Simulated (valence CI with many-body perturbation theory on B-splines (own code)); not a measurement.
## Hyperfine factors and g values of Xe47+

Computed by valence CI with perturbative core correlation (CI+MBPT): five valence electrons over a frozen Dirac-Fock core [He], radial functions for each j: 11 s, 11 p, 10 d, 8 f, 5 g, 2 h, with the one-electron correlation potential Σ1 (screened to all orders), the two-electron term Σ2, the three-electron term Σ3, Breit, model QED; selected single and double excitations, second order for the rest, scaled by the run's own slope (own B-spline code, finite nucleus).

The last digits are not significant, and no measured levels were compared; by estimate large intervals hold to a few tenths of a per cent, small ones and those within an open d or f shell to about a per cent. Among the levels kept, up to 7200 cm⁻¹ of a level comes from second order outside the variational space, and about a tenth of that is noise between levels of different J, which matters for small intervals.

A/g_I is the dipole constant over the nuclear g factor μ/I (μ in nuclear magnetons, uniformly magnetised nucleus), B/Q the quadrupole constant per barn. Both hold the static response of the core; the bare values leave it out. Large factors of s and p1/2 electrons are usually good to 5 to 10 %; those of open d and f shells near neutrality can be off by tens of per cent, and small factors of p3/2, d and f electrons come from cancelling terms and can be off by a factor of two or in sign, in half-filled shells by more. B is blank for J = 1/2, where it vanishes, and for nearly pure S terms. Energies count from the lowest level.

Levels are named by their leading jj configuration (3d3/2^4 stands for four electrons in 3d with j = 3/2), which in mixed levels can hold well under half, so a name can repeat and another be missing. Letters in brackets count levels of one name in rising energy.

```tsv
Level	E (Ry)	g	A/g_I (MHz)	A/g_I bare	B/Q (MHz/b)	B/Q bare
(2s^2 2p1/2^2 2p3/2) J=3/2	0.00	1.360	285000	294000	527000	528000
(2s^2 2p1/2 2p3/2^2) J=3/2	23.69	1.439	-34200	-22300	73200	73300
(2s^2 2p1/2 2p3/2^2) J=5/2	25.16	1.181	637000	641000	-2330	-2330
(2s^2 2p1/2 2p3/2^2) J=1/2	27.45	0.641	1990000	1980000		
(2s 2p1/2^2 2p3/2^2) J=5/2	39.71	1.481	1460000	1450000	158000	158000
(2s 2p1/2^2 2p3/2^2) J=1/2	44.76	2.098	6030000	5950000		
(2s 2p1/2^2 2p3/2^2) J=3/2	44.87	1.202	-836000	-806000	-146000	-146000
(2s^2 2p3/2^3) J=3/2	51.22	1.283	309000	316000	-602000	-604000
(2s 2p1/2 2p3/2^3) J=3/2 [a]	64.89	1.554	1430000	1420000	-442000	-443000
(2s 2p1/2 2p3/2^3) J=5/2	67.27	1.281	1820000	1800000	-728000	-729000
(2s 2p1/2 2p3/2^3) J=1/2	69.97	1.420	-2000000	-1950000		
(2s 2p1/2 2p3/2^3) J=3/2 [b]	70.79	1.057	112000	127000	-97200	-97400
(2p1/2^2 2p3/2^3) J=3/2	88.51	1.316	282000	297000	-564000	-565000
(2s 2p3/2^4) J=1/2	94.93	1.760	6090000	6000000		
(2p1/2 2p3/2^4) J=1/2	113.73	0.641	1990000	1970000		
(2s^2 2p1/2^2 3s) J=1/2	336.21	2.017	1740000	1720000		
(2s^2 2p1/2^2 3p1/2) J=1/2	341.06	0.657	569000	565000		
(2s^2 2p1/2^2 3p3/2) J=3/2	349.00	1.331	84400	87200	151000	151000
(2s^2 2p1/2^2 3d3/2) J=3/2	353.70	0.785	49400	49200	23900	24200
(2s^2 2p1/2^2 3d5/2) J=5/2	356.32	1.197	20100	20200	16000	16400
(2s^2 2p1/2 2p3/2 3s) J=3/2 [a]	360.35	1.669	441000	445000	360000	361000
(2s^2 2p1/2 2p3/2 3s) J=1/2	360.88	1.298	-739000	-716000		
(2s^2 2p1/2 2p3/2 3s) J=5/2	361.59	1.333	924000	924000	486000	487000
(2s^2 2p1/2 2p3/2 3s) J=3/2 [b]	361.92	0.983	581000	587000	300000	301000
(2s^2 2p1/2 2p3/2 3p1/2) J=1/2	365.16	1.719	-352000	-333000		
(2s^2 2p1/2 2p3/2 3p1/2) J=3/2 [a]	365.57	1.142	429000	433000	101000	102000
(2s^2 2p1/2 2p3/2 3p1/2) J=5/2	366.44	1.077	694000	696000	481000	482000
(2s^2 2p1/2 2p3/2 3p1/2) J=3/2 [b]	368.24	1.341	438000	446000	521000	522000
(2s^2 2p1/2 2p3/2 3p3/2) J=5/2 [a]	372.21	1.455	263000	267000	614000	616000
(2s^2 2p1/2 2p3/2 3p3/2) J=1/2 [a]	372.82	1.627	-481000	-469000		
(2s^2 2p1/2 2p3/2 3p3/2) J=3/2 [a]	373.26	1.170	601000	601000	-357000	-358000
(2s^2 2p1/2 2p3/2 3p3/2) J=7/2	373.77	1.238	449000	452000	650000	651000
(2s^2 2p1/2 2p3/2 3p3/2) J=3/2 [b]	373.99	1.407	452000	455000	118000	118000
(2s 2p1/2^2 2p3/2 3s) J=5/2	374.37	1.491	1200000	1200000	297000	297000
(2s^2 2p1/2 2p3/2 3p3/2) J=5/2 [b]	375.37	1.312	769000	769000	231000	232000
(2s^2 2p1/2 2p3/2 3p3/2) J=1/2 [b]	375.96	0.658	1810000	1800000		
(2s 2p1/2^2 2p3/2 3s) J=3/2 [a]	376.10	1.482	1490000	1480000	296000	297000
(2s^2 2p1/2 2p3/2 3d3/2) J=3/2 [a]	377.91	0.943	136000	138000	-266000	-266000
(2s^2 2p1/2 2p3/2 3d3/2) J=5/2	378.05	0.982	316000	318000	-32100	-32000
(2s^2 2p1/2 2p3/2 3d3/2) J=1/2 [a]	378.20	0.235	438000	426000
```

(1) Take the isotope of mass number 131, with I = 3/2, μ = 0.69185 μN and Q = -0.114 b. What is the hyperfine structure of (2s 2p1/2^2 2p3/2^2) J=5/2?

Answers

(1) From the table A = 673000 MHz, B = -18000 MHz. Shifts from the centre of gravity in MHz: F = 1: -3550000, F = 2: -2190000, F = 3: -158000, F = 4: 2520000.
